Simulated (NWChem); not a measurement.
Molecule: C2H6Cl2Sn; SMILES [CH3][Sn]([CH3])([Cl])[Cl]

No frequency run checked for a minimum. def2 effective core potentials on Sn; no spin-orbit coupling.

Task: Give the equilibrium geometry at PBE0/def2-SVP with def2 effective core potentials on Sn (NWChem) as an XYZ file, with the point group.

Result: point group C2; any orientation.
```
11

C     -0.0032     1.8575    -1.3474
Sn     0.0000     0.0000    -0.2990
C      0.0032    -1.8575    -1.3474
Cl    -1.8833    -0.0027     1.1208
Cl     1.8833     0.0027     1.1208
H      0.8358     1.8834    -2.0565
H      0.1065     2.6701    -0.6171
H     -0.9530     1.9721    -1.8875
H     -0.1065    -2.6701    -0.6171
H      0.9530    -1.9721    -1.8875
H     -0.8358    -1.8834    -2.0565
```
